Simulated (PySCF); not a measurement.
**Orbital picture of HI**

RHF at R = 1.612 Å; basis H def2-TZVP, I def2-TZVP with ECP28; scalar-relativistic core potentials; PySCF 2.14. State: ¹Σ⁺ (singlet), closed shell. Only the outer orbitals are listed, counted within each symmetry, core potentials removing the inner ones.

```tsv
orbital	occ.	ε (eV)	on H (%)	main shells (%)
4σ	2	-24.89	9	90 I s, 9 H s
5σ	2	-14.47	34	56 I p, 33 H s
3π	2	-10.52	0	100 I p
3π	2	-10.52	0	100 I p
6σ	0	2.37	57	57 H s, 41 I p
7σ	0	6.41	29	65 I p, 29 H s
4π	0	7.32	0	100 I p
```

**Question.** Which are the highest filled and the lowest empty level, where do they sit, and how wide is the gap?

**Answer.** Highest filled 3π at -10.52 eV (in %: 100 I p); lowest empty 6σ at 2.37 eV (in %: 57 H s, 41 I p); the gap at RHF is 12.89 eV. An empty level above zero is unbound, and its energy depends on the basis.

The bond order (Mayer) is 0.98. The ⟨S²⟩ is 0.000, the charge on H (Mulliken, basis-dependent) is 0.13 and the charge on H (Löwdin, basis-dependent) is 0.00. The dipole moment (positive dipole means H(−)I(+)) is -0.56 D, the polarisability along the bond is 32.2 bohr³ and the polarisability across the bond is 24.6 bohr³.

Spin–orbit coupling is left out.
